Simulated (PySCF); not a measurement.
## Correlation energy of V⁺ (vanadium, charge +1)

[Ar] 3d3 4s1, 4s spin antiparallel (an excited configuration). Calculation: PySCF 2.14, in def2-TZVPPD (6s6p4d2f1g, 67 functions); the non-relativistic Hamiltonian (point nucleus). Frozen: [Ne]; 12 electrons correlated.

MP2 pair energies summed by pair of shells (mhartree):

```
 pair   energy  share (%)
3p-3d  -103.60       34.2
3p-3p  -103.15       34.1
3s-3p   -32.30       10.7
3d-3d   -17.74        5.9
3s-3d   -15.84        5.2
3d-4s   -12.91        4.3
3p-4s   -11.11        3.7
3s-3s    -5.58        1.8
3s-4s    -0.70        0.2
```

Total MP2 correlation energy: -302.93 mhartree.

Same-spin part -92.19 and opposite-spin part -210.74 mhartree; SCS-MP2 scales them by 1/3 and 6/5 to -283.61 mhartree.

This basis was not built for core-valence correlation, so the inner-shell part is incomplete.
